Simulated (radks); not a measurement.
Correlation energies from several functionals, in hartree. Species: He+ 1s1; Mn+ [Ar] 3d5 4s1. All-electron calculation, non-relativistic Kohn-Sham, LDA (Slater exchange, Perdew-Wang correlation), spin-polarised, spherical densities, point nucleus. Program: a radial shooting solver on a logarithmic mesh with Libxc functionals. Every spin shell is full or empty, so the densities are truly spherical. Functionals are evaluated on that one density, not self-consistently.

functional         He+      Mn+
PW92         -0.029195  -1.9971
PZ           -0.029318  -1.9855
PBEsol      -0.0083597  -1.1692
LYP                  0  -1.0399
P86          0.0022520  -1.1480
AM05         -0.025502  -1.8322
r2SCAN               0  -1.0272
B95                  0  -1.1970
